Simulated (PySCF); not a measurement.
## Ru(36+): ionisation energy

Ru(36+) [He] 2s2 2p4 (3P) → Ru(37+) [He] 2s2 2p3 (4S), as a difference of total energies. Computed with PySCF 2.14 in an uncontracted even-tempered set (19 s from 13 bohr⁻², ratio 2.2; 12 p from 16 bohr⁻², ratio 2.2; 6 d from 71 bohr⁻², ratio 2.4; 5 f from 110 bohr⁻², ratio 2.4; 4 g from 160 bohr⁻², ratio 2.4), with the spin-free X2C one-electron Hamiltonian (Gaussian nucleus). Correlated levels: nothing frozen; virtual orbitals above 40 to 60 times the deepest correlated orbital energy dropped. The calculations carry no spin-orbit coupling.

```
                 method  ionisation energy (eV)
                    UHF                  5155.0
                    LDA                  5152.1
                    PBE                  5157.6
                   PBE0                  5157.5
                 r2SCAN                  5158.9
                 M06-2X                  5156.0
                r2SCAN0                  5158.4
    MP2 (all electrons)                  5156.7
SCS-MP2 (all electrons)                  5156.8
```

Spin-orbit coupling is strong in these open shells (close to jj coupling). The scalar numbers leave it out and a first-order estimate fails, so it can dominate the gap to the real levels.

For this ion Breit and QED terms and the two-electron picture change, all absent here, outweigh the differences among the correlated methods.

For comparison: 5136 ± 11 eV (semi-empirical (NIST evaluation); NIST Atomic Spectra Database, ionization energies).
